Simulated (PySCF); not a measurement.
Working out the ionisation energy of Bi²⁺

Bi²⁺ [Xe] 4f14 5d10 6s2 6p1 (2P) → Bi³⁺ [Xe] 4f14 5d10 6s2 (1S). All numbers are calculated (PySCF 2.14, a scalar-relativistic core potential, in aug-cc-pVTZ-PP with ECP60MDF (6s5p4d2f, 55 functions)). Frozen: 5s2 5p6 5d10. Energies in hartree (1 hartree = 27.21139 eV):

| part | Bi²⁺ (lower) | Bi³⁺ (upper) |
| --- | --- | --- |
| UHF | -212.729643 | -211.882874 |
| MP2 opposite-spin | -0.025758 | -0.020671 |
| MP2 same-spin | -0.002093 | 0.000000 |

**Question.** What does Hartree-Fock give?

**Answer.** (-211.882874) − (-212.729643) = 0.846769 hartree = 23.042 eV.

**Question.** What do MP2 and SCS-MP2 (6/5 opposite-spin, 1/3 same-spin) give?

**Answer.** The opposite-spin parts differ by 0.138 eV and the same-spin parts by 0.057 eV. MP2: 23.042 + (0.138) + (0.057) = 23.237 eV. SCS-MP2: 23.042 + 1.2 × (0.138) + (0.057)/3 = 23.227 eV.

Reference: 25.571 eV (measured; NIST Atomic Spectra Database, ionization energies), between the lowest levels; spin-orbit coupling is absent from the calculation.

What remains against the reference includes basis incompleteness, the frozen core and correlation beyond second order.
